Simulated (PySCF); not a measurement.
TeBr4, SMILES Br[Te](Br)(Br)Br.

The structure is a stationary point at PBE-D3(BJ)/def2-SVP. The def2 effective core potentials stand for the cores of Te; spin–orbit coupling is left out.

The numbers are results of PySCF with PBE-D3(BJ)/def2-SVP, not measurements.

Frequencies are harmonic and unscaled.

Question: Estimate the vibrational spectrum. (An estimate is asked for; the answer gives what the named calculation found.)

Answer: 
| mode | ν (cm⁻¹) | IR (km/mol) | moving atoms (share of kinetic energy) |
|---|---|---|---|
| 1 | 32 | 0.4 | Br 94 % |
| 2 | 44 | 0.6 | Br 77 %, Te 23 % |
| 3 | 67 | 0.0 | Br 100 % |
| 4 | 72 | 0.4 | Br 75 %, Te 25 % |
| 5 | 83 | 0.0 | Br 89 %, Te 11 % |
| 6 | 172 | 3.4 | Br 98 % |
| 7 | 230 | 15.0 | Br 62 %, Te 38 % |
| 8 | 231 | 36.3 | Br 54 %, Te 46 % |
| 9 | 234 | 114.1 | Te 59 %, Br 41 % |
